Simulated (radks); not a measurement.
The numbers below are computed, except where a source is named.
Problem. Species: Ne IV. Configuration: [He] 2s2 2p2 6p1 (not the ground configuration). Level of theory: non-relativistic Kohn-Sham, PBE, spin-polarised, spherical densities, point nucleus; open shells are filled with parallel spins first (a radial shooting solver on a logarithmic mesh with Libxc functionals). Some entries of the table are withheld. Estimate them.

orbital,occ.,eigenvalue (eV),<r^2> (bohr^2),r(max) (bohr)
1s up,1,-948.6260,0.03367,(1)
1s down,1,-945.8095,0.03346,(2)
2s up,1,-130.0992,0.6822,0.6290
2s down,1,-123.5308,0.7072,0.6354
2p up,2,-108.7164,0.6050,0.5356
2p down,0,-101.6761,0.6380,0.5445
6p up,1,-6.6683,(3),12.24

Solution. 
(1) 1s up r(max) (bohr): 0.1029
(2) 1s down r(max) (bohr): 0.1028
(3) 6p up <r^2> (bohr^2): 138.6
